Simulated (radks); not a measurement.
Q: Radial electron density D(r) = 4 pi r^2 rho(r) of an atom or ion with 43 electrons. Calculated with a radial shooting solver on a logarithmic mesh with Libxc functionals: scalar-relativistic Kohn-Sham, LDA (Slater exchange, Perdew-Wang correlation), spin-unpolarised, spherical densities, finite nucleus; Fermi nuclear charge, rms radius of each element as measured or else 0.836 A^(1/3) + 0.57 fm.

r (bohr)  D(r) (e/bohr)
0.001966          3.756
0.002644          6.164
0.003555          9.900
0.004779          15.45
0.006425          23.19
0.008639          33.07
0.01161           44.04
0.01562           53.66
0.02099           58.56
0.02845           56.67
0.03825           51.45
0.05143           51.75
0.06915           62.64
0.09297           73.54
0.125             67.44
0.168             51.52
0.2259            51.54
0.3038            58.72
0.4084            43.11
0.5491            20.25
0.7382            15.94
0.9925            16.18
1.334             9.597
1.794             3.333
2.412            0.7439
3.243            0.1611
4.36            0.07041
5.862           0.02099
7.881          0.001971

What is the nuclear charge?

A: Z = 46. The innermost maximum, from 1s, lies near gamma/Z bohr with gamma = sqrt(1 - (Z/c)^2) = 0.942, here 0.0205 bohr (found: 0.0224), and its height grows with Z. The density is that of the palladium ion Pd3+ in [Kr] 4d6.75 5d0.25; the configuration itself is not fixed sharply by these data, and Z only to a few units. D(r) has 4 maxima, at r = 0.0224, 0.0991, 0.299, 0.880 bohr, and minima at 0.0442, 0.194, 0.681 bohr, inside which lie 2.00, 11.15, 29.10 electrons.
